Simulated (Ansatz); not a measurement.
Compare A (`[BH3-][N+]#CC`) with its isomer B (`BNC=C`).

Gas-phase electronic energies from Ansatz, PBE0-D4/def2-TZVP geometries. CBS: MP2 limit from def2 TZ/QZ plus the TZ coupled-cluster correction, frozen cores. This one scheme is used for every species. DFT in def2-TZVPP. B3LYP here is the variant with VWN-RPA as its local correlation; programs differ in this. Each species was taken in one conformer, which may not be the lowest.

A:

```xyz
10

B    -2.022    0.168   -0.468
N    -0.531    0.043   -0.123
C     0.579   -0.049    0.133
C     1.980   -0.164    0.458
H    -2.095    0.033   -1.669
H    -2.576   -0.721    0.141
H    -2.354    1.272   -0.096
H     2.385    0.818    0.705
H     2.109   -0.829    1.314
H     2.526   -0.571   -0.395
```

B:

```xyz
10

B    -0.899    1.324   -0.957
N    -0.047    0.273   -0.617
C     0.078   -0.314    0.636
C     0.899   -1.315    0.935
H    -1.603    1.787   -0.109
H    -0.894    1.723   -2.083
H     0.554   -0.129   -1.322
H    -0.573    0.126    1.385
H     1.553   -1.762    0.194
H     0.933   -1.713    1.939
```

Task: Which is lower in electronic energy at CCSD(T)/CBS, and by how much? (An estimate is asked.)

Result: Ansatz gave: B, by 24.1 kcal/mol.

Task: Give E(B) − E(A) in kcal/mol with B3LYP, MP2/def2-TZVPP, CCSD/def2-TZVPP, LDA (SPW92), HF/def2-TZVPP, CCSD(T)/def2-SVP, r2SCAN-D4. (Best estimate.)

Result: Ansatz gave: B3LYP -22.5, MP2/def2-TZVPP -19.9, CCSD/def2-TZVPP -23.1, LDA (SPW92) -22.2, HF/def2-TZVPP -27.7, CCSD(T)/def2-SVP -21.4, r2SCAN-D4 -21.9. None reverses the order clearly.

Task: Does the order hold for the free energy at 298.15 K (harmonic terms from PBE0-D4)? (An estimate is asked.)

Result: Computed: Yes: G(B) − G(A) = -20.4 kcal/mol, for one conformer each. Modes under 60 cm⁻¹, often nearly free rotors, make the harmonic entropy too high.

Largest T1 diagnostic: 0.013.

From r2SCAN to r2SCAN0 (25 % exact exchange), in def2-TZVPP and without D4, E(B) − E(A) moves by −2.6 kcal/mol. At CCSD(T), def2-SVP lies +2.6 kcal/mol from the extrapolated value and def2-TZVPP +1.7 kcal/mol.
